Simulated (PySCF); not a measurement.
PySCF input file for C2H2F, SMILES C=[C]F (connectivity only; charge and spin as stated), charge +1, multiplicity 1, ADC(2)/aug-cc-pVDZ. Coordinates come from a PBE-D3(BJ)/def2-TZVP optimisation. The spin state was assumed, not searched. The isomer is the one that the SMILES or the coordinates give; other isomers of the formula were not compared.

```python
import numpy as np
from pyscf import gto, scf, dft, adc

mol = gto.M(
    atom='''
    C     0.00000000    0.00000000   -1.25466577
    C     0.00000000    0.00000000    0.01294751
    F     0.00000000    0.00000000    1.23104231
    H     0.00000000   -0.95245753   -1.81453561
    H     0.00000000    0.95245753   -1.81453561
    ''',
    basis='aug-cc-pVDZ',
    charge=1,
    spin=0,
    max_memory=1600,
    verbose=4,
)
mf = scf.RHF(mol)
mf.conv_tol = 1e-10
mf.max_cycle = 100
mf.kernel()
res = {}
for kind, nroots in (('ee', 6), ('ip', 6), ('ea', 2)):
    a = adc.ADC(mf).density_fit('aug-cc-pvdz-ri')
    a.method, a.method_type = 'adc(2)', kind
    e, v, p, x = a.kernel(nroots=nroots)
    res[kind] = (e * 27.211386245988, p)
a = adc.ADC(mf).density_fit('aug-cc-pvdz-ri')
a.method, a.method_type, a.ncvs = 'adc(2)-x', 'ip', 3
e, v, p, x = a.kernel(nroots=3)
res['core ip, CVS-ADC(2)-x'] = (e * 27.211386245988, p)
for kind, (e, p) in res.items():
    print(kind, 'energies / eV', np.round(e, 3), 'strengths', np.round(p, 4))
```

Log of the run:

```
PySCF version 2.14.0

[INPUT] verbose = 4
[INPUT] num. atoms = 5
[INPUT] num. electrons = 22
[INPUT] charge = 1
[INPUT] spin (= nelec alpha-beta = 2S) = 0
[INPUT] symmetry False subgroup None
[INPUT] Mole.unit = angstrom
[INPUT] Symbol           X                Y                Z      unit          X                Y                Z       unit  Magmom
[INPUT]  1 C      0.000000000000   0.000000000000  -1.254665770000 AA    0.000000000000   0.000000000000  -2.370974683167 Bohr   0.0
[INPUT]  2 C      0.000000000000   0.000000000000   0.012947510000 AA    0.000000000000   0.000000000000   0.024467247895 Bohr   0.0
[INPUT]  3 F      0.000000000000   0.000000000000   1.231042310000 AA    0.000000000000   0.000000000000   2.326332813652 Bohr   0.0
[INPUT]  4 H      0.000000000000  -0.952457530000  -1.814535610000 AA    0.000000000000  -1.799883876980  -3.428975346171 Bohr   0.0
[INPUT]  5 H      0.000000000000   0.952457530000  -1.814535610000 AA    0.000000000000   1.799883876980  -3.428975346171 Bohr   0.0

nuclear repulsion = 62.0755504033306
number of shells = 34
number of NR pGTOs = 127
number of NR cGTOs = 87
basis = aug-cc-pVDZ
ecp = {}


[settings echo left out]
init E= -176.882973153703
  HOMO = -0.262020615889883  LUMO = -0.0171701157288444  gap/eV = 6.66272
cycle= 1 E= -175.808571664945  delta_E= 1.07  |g|= 0.664  |ddm|= 3.04
  HOMO = -0.810135723666189  LUMO = -0.35036039105006  gap/eV = 12.51112
cycle= 2 E= -175.912627555983  delta_E= -0.104  |g|= 0.321  |ddm|= 1.39
  HOMO = -0.724791064992022  LUMO = -0.228610183369323  gap/eV = 13.50177
cycle= 3 E= -175.935930526637  delta_E= -0.0233  |g|= 0.073  |ddm|= 0.373
  HOMO = -0.713778041282299  LUMO = -0.214856280802929  gap/eV = 13.57635
cycle= 4 E= -175.938150608598  delta_E= -0.00222  |g|= 0.0287  |ddm|= 0.106
  HOMO = -0.71784334879816  LUMO = -0.212604470115079  gap/eV = 13.74825
cycle= 5 E= -175.938753646547  delta_E= -0.000603  |g|= 0.0117  |ddm|= 0.0636
  HOMO = -0.718101970791993  LUMO = -0.21021803896622  gap/eV = 13.82023
cycle= 6 E= -175.93890246726  delta_E= -0.000149  |g|= 0.00382  |ddm|= 0.036
  HOMO = -0.717851318347286  LUMO = -0.209869471248131  gap/eV = 13.82289
cycle= 7 E= -175.938909925704  delta_E= -7.46e-06  |g|= 0.0012  |ddm|= 0.00658
  HOMO = -0.717957406285509  LUMO = -0.209674700418414  gap/eV = 13.83108
cycle= 8 E= -175.938910631922  delta_E= -7.06e-07  |g|= 0.000178  |ddm|= 0.00237
  HOMO = -0.717919405998539  LUMO = -0.209633891893698  gap/eV = 13.83115
cycle= 9 E= -175.938910648214  delta_E= -1.63e-08  |g|= 5.4e-05  |ddm|= 0.000432
  HOMO = -0.717920462409336  LUMO = -0.209634463055438  gap/eV = 13.83117
cycle= 10 E= -175.938910650289  delta_E= -2.07e-09  |g|= 1.34e-05  |ddm|= 0.000199
  HOMO = -0.717921368285936  LUMO = -0.209634758939369  gap/eV = 13.83118
cycle= 11 E= -175.938910650409  delta_E= -1.21e-10  |g|= 1.19e-06  |ddm|= 4.27e-05
  HOMO = -0.717921507011309  LUMO = -0.209634732279246  gap/eV = 13.83119
cycle= 12 E= -175.938910650409  delta_E= 2.84e-14  |g|= 2.95e-07  |ddm|= 7.31e-06
  HOMO = -0.717921520081074  LUMO = -0.209634702693739  gap/eV = 13.83119
Extra cycle  E= -175.938910650412  delta_E= -2.19e-12  |g|= 1.27e-07  |ddm|= 8.07e-07
converged SCF energy = -175.938910650412

******** <class 'pyscf.adc.radc.RADC'> ********
******** ADC Orbital Information ********
Number of Frozen Occupied Orbitals: 0
Number of Frozen Virtual Orbitals: 0
Number of Active Occupied Orbitals: 11
Number of Active Virtual Orbitals: 76
*****************************************
******** <class 'pyscf.df.df.DF'> ********
auxbasis = aug-cc-pvdz-ri
Reference correlation energy (doubles): -0.44870251
MP2 correlation energy of reference state (a.u.) = -0.44870251

******** <class 'pyscf.adc.radc_ee.RADCEE'> ********
max_space = 12
max_cycle = 50
conv_tol = 1e-08

*************************************************************
        ADC calculation summary (singlet states only)
*************************************************************
adc(2) root 0  |  Energy (Eh) =   0.1343808835  |  Energy (eV) =   3.65669009  |  Osc. strength = 0.00000000  |  conv = True
adc(2) root 1  |  Energy (Eh) =   0.2932874632  |  Energy (eV) =   7.98075838  |  Osc. strength = 0.01632044  |  conv = True
adc(2) root 2  |  Energy (Eh) =   0.3234802721  |  Energy (eV) =   8.80234655  |  Osc. strength = 0.03864446  |  conv = True
adc(2) root 3  |  Energy (Eh) =   0.3904616154  |  Energy (eV) =  10.62500174  |  Osc. strength = 1.04712332  |  conv = True
adc(2) root 4  |  Energy (Eh) =   0.3923991465  |  Energy (eV) =  10.67772465  |  Osc. strength = 0.00000000  |  conv = True
adc(2) root 5  |  Energy (Eh) =   0.4318102235  |  Energy (eV) =  11.75015468  |  Osc. strength = 0.00831613  |  conv = True

******** <class 'pyscf.adc.radc.RADC'> ********
******** ADC Orbital Information ********
Number of Frozen Occupied Orbitals: 0
Number of Frozen Virtual Orbitals: 0
Number of Active Occupied Orbitals: 11
Number of Active Virtual Orbitals: 76
*****************************************
******** <class 'pyscf.df.df.DF'> ********
auxbasis = aug-cc-pvdz-ri
Reference correlation energy (doubles): -0.44870251
MP2 correlation energy of reference state (a.u.) = -0.44870251

******** <class 'pyscf.adc.radc_ip.RADCIP'> ********
max_space = 12
max_cycle = 50
conv_tol = 1e-08

*************************************************************
        ADC calculation summary (doublet states only)
*************************************************************
adc(2) root 0  |  Energy (Eh) =   0.6988843875  |  Energy (eV) =  19.01761285  |  Spec. factor = 1.82501055  |  conv = True
adc(2) root 1  |  Energy (Eh) =   0.8481217385  |  Energy (eV) =  23.07856802  |  Spec. factor = 1.80705997  |  conv = True
adc(2) root 2  |  Energy (Eh) =   0.9251529224  |  Energy (eV) =  25.17469330  |  Spec. factor = 1.79743856  |  conv = True
adc(2) root 3  |  Energy (Eh) =   0.9332863718  |  Energy (eV) =  25.39601573  |  Spec. factor = 1.70778821  |  conv = True
adc(2) root 4  |  Energy (Eh) =   0.9445581769  |  Energy (eV) =  25.70273717  |  Spec. factor = 1.73197495  |  conv = True
adc(2) root 5  |  Energy (Eh) =   1.0652737739  |  Energy (eV) =  28.98757588  |  Spec. factor = 1.70743814  |  conv = True

******** <class 'pyscf.adc.radc.RADC'> ********
******** ADC Orbital Information ********
Number of Frozen Occupied Orbitals: 0
Number of Frozen Virtual Orbitals: 0
Number of Active Occupied Orbitals: 11
Number of Active Virtual Orbitals: 76
*****************************************
******** <class 'pyscf.df.df.DF'> ********
auxbasis = aug-cc-pvdz-ri
Reference correlation energy (doubles): -0.44870251
MP2 correlation energy of reference state (a.u.) = -0.44870251

******** <class 'pyscf.adc.radc_ea.RADCEA'> ********
max_space = 12
max_cycle = 50
conv_tol = 1e-08

*************************************************************
        ADC calculation summary (doublet states only)
*************************************************************
adc(2) root 0  |  Energy (Eh) =  -0.2866756875  |  Energy (eV) =  -7.80084280  |  Spec. factor = 1.83432397  |  conv = True
adc(2) root 1  |  Energy (Eh) =  -0.1573746134  |  Energy (eV) =  -4.28238135  |  Spec. factor = 1.93202865  |  conv = True

******** <class 'pyscf.adc.radc.RADC'> ********
******** ADC Orbital Information ********
Number of Frozen Occupied Orbitals: 0
Number of Frozen Virtual Orbitals: 0
Number of Active Occupied Orbitals: 11
Number of Active Virtual Orbitals: 76
*****************************************
******** <class 'pyscf.df.df.DF'> ********
auxbasis = aug-cc-pvdz-ri
Reference correlation energy (doubles): -0.44870251
MP2 correlation energy of reference state (a.u.) = -0.44870251

******** <class 'pyscf.adc.radc_ip_cvs.RADCIPCVS'> ********
max_space = 12
max_cycle = 50
conv_tol = 1e-08

*************************************************************
        ADC calculation summary (doublet states only)
*************************************************************
adc(2)-x root 0  |  Energy (Eh) =  11.0741134467  |  Energy (eV) = 301.34197583  |  Spec. factor = 1.50755788  |  conv = True
adc(2)-x root 1  |  Energy (Eh) =  11.2696409403  |  Energy (eV) = 306.66254993  |  Spec. factor = 1.47052380  |  conv = True
adc(2)-x root 2  |  Energy (Eh) =  11.6457891748  |  Energy (eV) = 316.89806474  |  Spec. factor = 0.00545295  |  conv = True
ee energies / eV [ 3.657  7.981  8.802 10.625 10.678 11.75 ] strengths [0.     0.0163 0.0386 1.0471 0.     0.0083]
ip energies / eV [19.018 23.079 25.175 25.396 25.703 28.988] strengths [1.825  1.8071 1.7974 1.7078 1.732  1.7074]
ea energies / eV [-7.801 -4.282] strengths [1.8343 1.932 ]
core ip, CVS-ADC(2)-x energies / eV [301.342 306.663 316.898] strengths [1.5076 1.4705 0.0055]
```

The run converged.
